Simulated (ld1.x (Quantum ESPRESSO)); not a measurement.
## Cutoff test, C, PAW

```json
{"Element": "C", "Generator": "ld1.x (Quantum ESPRESSO) 7.5", "Type": "PAW", "Functional": "LDA (PZ)", "Relativity": "scalar-relativistic", "Frozen core": "[He]", "Valence charge": "4", "Reference configuration": "2s1.75 2p2.25", "Partial waves": "2s (bound): rcut 0.80, rcutus 0.85 bohr; 2s channel at -0.55 Ry: rcut 0.80, rcutus 0.85 bohr; 2p (bound): rcut 1.45, rcutus 1.70 bohr; 2p channel at 0.05 Ry: rcut 1.45, rcutus 1.70 bohr", "Local potential": "all-electron potential smoothed inside 1.35 bohr (lloc = -1)", "Core correction": "a·sin(br)/r model core inside 0.55 bohr", "Augmentation charge": "BESSEL, radius 0.75 bohr"}
```

The pseudo-atom Hamiltonian at the reference potential is diagonalised in spherical Bessel functions j_l(qr) that vanish at 20 bohr, with q² up to the cutoff. All-electron valence levels (Ry): 2s -1.0113, 2p -0.4062.

Problem. How do the lowest levels (Ry) of each channel move with the cutoff, and are there ghosts?

Solution.

```json
{"cutoff (Ry)": "8", "s #1": "-0.8274", "p #1": "-0.2745", "d #1": "0.0738", "d #2": "0.1737", "f #1": "0.1177", "f #2": "0.2542", "Σ f·Δε (mRy)": "618.1"}
{"cutoff (Ry)": "15", "s #1": "-0.9001", "p #1": "-0.3887", "d #1": "0.0738", "d #2": "0.1736", "f #1": "0.1177", "f #2": "0.2542", "Σ f·Δε (mRy)": "233.9"}
{"cutoff (Ry)": "25", "s #1": "-0.9742", "p #1": "-0.4058", "d #1": "0.0738", "d #2": "0.1736", "f #1": "0.1177", "f #2": "0.2542", "Σ f·Δε (mRy)": "65.7"}
{"cutoff (Ry)": "40", "s #1": "-1.0066", "p #1": "-0.4061", "d #1": "0.0738", "d #2": "0.1736", "f #1": "0.1177", "f #2": "0.2542", "Σ f·Δε (mRy)": "8.4"}
{"cutoff (Ry)": "55", "s #1": "-1.0107", "p #1": "-0.4062", "d #1": "0.0738", "d #2": "0.1736", "f #1": "0.1177", "f #2": "0.2542", "Σ f·Δε (mRy)": "1.1"}
{"cutoff (Ry)": "80", "s #1": "-1.0111", "p #1": "-0.4062", "d #1": "0.0738", "d #2": "0.1736", "f #1": "0.1177", "f #2": "0.2542", "Σ f·Δε (mRy)": "0.3"}
{"cutoff (Ry)": "400", "s #1": "-1.0113", "p #1": "-0.4062", "d #1": "0.0738", "d #2": "0.1736", "f #1": "0.1177", "f #2": "0.2542", "Σ f·Δε (mRy)": "0.0"}
```

Result: no extra level below or beside the all-electron valence levels (s, p, d, f tested); 10 mRy is reached at 40 Ry and 1 mRy at 60 Ry.

3 of 9 tests not solved or not reliable.
